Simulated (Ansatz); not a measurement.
`[CH3][Ge][Cl]` + `BC(=O)O` → `BC(=O)OC` + `[Cl][GeH]` at 400 K and 1 bar (substitution at a C–Ge bond).

Gas-phase electronic energies from Ansatz, PBE0-D4/def2-TZVP geometries. CBS: MP2 limit from def2 TZ/QZ plus the TZ coupled-cluster correction, frozen cores. For Ge outer-core shells are correlated without core-valence functions, which leaves a few kJ/mol of doubt a bond. Scalar relativity is left out up to krypton. Each species was taken in one conformer, which may not be the lowest.

| species | CCSD(T)/CBS energy (Eh) | H − E (kJ/mol) | S (J/(mol·K)) |
| --- | --- | --- | --- |
| `[CH3][Ge][Cl]` | -2575.77362 | 118.3 | 331.9 |
| `BC(=O)O` | -214.97533 | 139.3 | 307.9 |
| `BC(=O)OC` | -254.22022 | 219.6 | 351.7 |
| `[Cl][GeH]` | -2536.49422 | 33.6 | 277.3 |

H − E and S are ideal-gas, rigid-rotor, harmonic terms from PBE0-D4/def2-TZVP, for one conformer and one mirror image of each species. 1 Eh = 2625.50 kJ/mol, R = 8.31446 J/(mol·K).

Q: By hand: ΔE, ΔH, ΔS and ΔG.

A: ΔE = (-254.22022) + (-2536.49422) − (-2575.77362) − (-214.97533) = 0.03451 Eh = 90.6 kJ/mol. Δ(H − E) = 219.6 + 33.6 − 118.3 − 139.3 = -4.4, so ΔH = 86.2 kJ/mol. ΔS = 351.7 + 277.3 − 331.9 − 307.9 = -10.8 J/(mol·K). ΔG = 86.2 − 400 × (-10.8)/1000 = 90.5 kJ/mol.

Q: By hand: the equilibrium constant, and the temperature at which ΔG would vanish if ΔH and ΔS stayed fixed.

A: log₁₀ K = −ΔG/(RT ln 10) = -11.8. ΔH and −TΔS have one sign here, so there is no such temperature.

The number of gas molecules stays the same, so ΔS is small and ΔH decides. A doubt of 5 kJ/mol in ΔE shifts log₁₀ K by 0.7 here. Other conformers and mirror images would add mixing entropy, several J/(mol·K) or more a flexible species. These are equilibria of isolated gas molecules and say nothing of rates. Largest T1 diagnostic: 0.019 (customary marks: 0.02 for closed shells, 0.045 for open ones).

ΔS is within the doubt of such terms, so its sign, and with it that verdict, could turn.
